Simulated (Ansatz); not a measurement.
Vertical ionisation energy (eV) of eight silicon and germanium compounds: PBE beside CAM-B3LYP, computed with Ansatz (a quantum-chemistry and plane-wave program) for isolated molecules in the bases named; differences from unrounded values. The eight are the first of their class met in an unordered collection, after screening for sound electronic states; none was chosen by its value. Functionals give these values as differences of separate SCF runs (ΔSCF), EOM-CCSD as a root; each molecule has one DFT geometry for both levels.

```json
[
 {"molecule": "C3H8ClNSi, SMILES C/N=C/[Si@@H](C)Cl", "basis": "def2-SVPD", "CAM-B3LYP": "9.48"},
 {"molecule": "FH6NOSi2, SMILES N[Si@@H](O)[SiH2]F", "basis": "def2-SVPD", "CAM-B3LYP": "10.02"},
 {"molecule": "C₂H₆O₂Si, SMILES C[SiH2]C(O)=O", "basis": "def2-SVPD", "CAM-B3LYP": "10.31"},
 {"molecule": "Si(H)2(Br)(OMe) (CH5BrOSi), SMILES CO[SiH2]Br", "basis": "def2-SVPD", "CAM-B3LYP": "10.76"},
 {"molecule": "C2H3ClF2Si, SMILES F/C=C(/F)[SiH2]Cl", "basis": "def2-SVPD", "CAM-B3LYP": "10.28"},
 {"molecule": "CH₅FO₂Si, SMILES CO[SiH](O)F", "basis": "def2-SVPD", "CAM-B3LYP": "11.29"},
 {"molecule": "C4H9NSi, SMILES C=C=C[Si@@H](C)N", "basis": "def2-SVPD", "CAM-B3LYP": "9.34"},
 {"molecule": "Si(H)2(OMe)(SeH) (CH₆OSeSi), SMILES CO[SiH2][SeH]", "basis": "def2-SVPD", "CAM-B3LYP": "9.47"}
]
```

Task: Estimate the PBE values and say how PBE differs from CAM-B3LYP over the set. (An estimate is asked for; the answer gives what the named calculation found.)

Result: 
```
molecule                                             PBE  difference
-------------------------------------------------  -----  ----------
C3H8ClNSi, SMILES C/N=C/[Si@@H](C)Cl                8.97       -0.52
FH6NOSi2, SMILES N[Si@@H](O)[SiH2]F                 9.36       -0.66
C₂H₆O₂Si, SMILES C[SiH2]C(O)=O                      9.88       -0.43
Si(H)2(Br)(OMe) (CH5BrOSi), SMILES CO[SiH2]Br       9.96       -0.80
C2H3ClF2Si, SMILES F/C=C(/F)[SiH2]Cl                9.83       -0.45
CH₅FO₂Si, SMILES CO[SiH](O)F                       10.66       -0.63
C4H9NSi, SMILES C=C=C[Si@@H](C)N                    8.59       -0.75
Si(H)2(OMe)(SeH) (CH₆OSeSi), SMILES CO[SiH2][SeH]   9.18       -0.29
```
PBE lies below CAM-B3LYP in 8 and above it in 0 of the eight; the mean signed difference is -0.57 and the largest -0.80 eV.
